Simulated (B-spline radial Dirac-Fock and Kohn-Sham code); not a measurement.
Binding energies of Br⁵⁺ at several levels of theory

System: the Br⁵⁺ ion in the configuration 1s2 2s2 2p6 3s2 3p6 3d10 4s2.

The density-functional columns are spherical, spin-unpolarised Dirac-Kohn-Sham results without Breit or QED terms: −ε is minus the orbital energy of the initial state and ΔSCF the difference of two total energies. The reference in the last column comes from Dirac-Fock ΔSCF + Breit + QED. All numbers are from an atomic code on a B-spline grid, in eV; a selection of levels is shown. The Kohn-Sham columns are given as differences from the reference. For the 1s level of heavy atoms much of the gap between ΔSCF and the reference is the Breit and QED part, -30.0 eV here; for other levels the error of the functional can be larger.

| level | PBE −ε − DF | PBE ΔSCF − DF | LDA −ε − DF | LDA ΔSCF − DF | Dirac-Fock |
| --- | --- | --- | --- | --- | --- |
| K | -173.8 | +49.7 | -195.8 | +27.0 | 13560.2 |
| L1 | -69.1 | -29.8 | -71.6 | -32.1 | 1873.2 |
| L2 | -50.4 | -2.7 | -51.1 | -3.3 | 1682.3 |
| L3 | -51.3 | -4.9 | -51.8 | -5.4 | 1635.6 |
| M1 | -34.3 | -17.8 | -35.1 | -18.5 | 343.0 |
| M2 | -26.6 | -10.2 | -26.8 | -10.3 | 275.4 |
| M3 | -26.5 | -10.3 | -26.7 | -10.5 | 268.4 |
| M4 | -14.2 | +1.8 | -13.9 | +2.2 | 152.0 |
| M5 | -14.3 | +1.7 | -13.9 | +2.1 | 151.0 |
| N1 | -4.3 | +3.2 | -3.8 | +3.7 | 85.29 |

For the outermost level NIST gives 87.39 ± 0.025 eV (measured); the differences from it are PBE −ε -6.37, PBE ΔSCF +1.10, LDA −ε -5.86, LDA ΔSCF +1.62, Dirac-Fock -2.10 eV.

Values without a named source are computed, but for edge energies of neutral atoms, which are taken from tables.
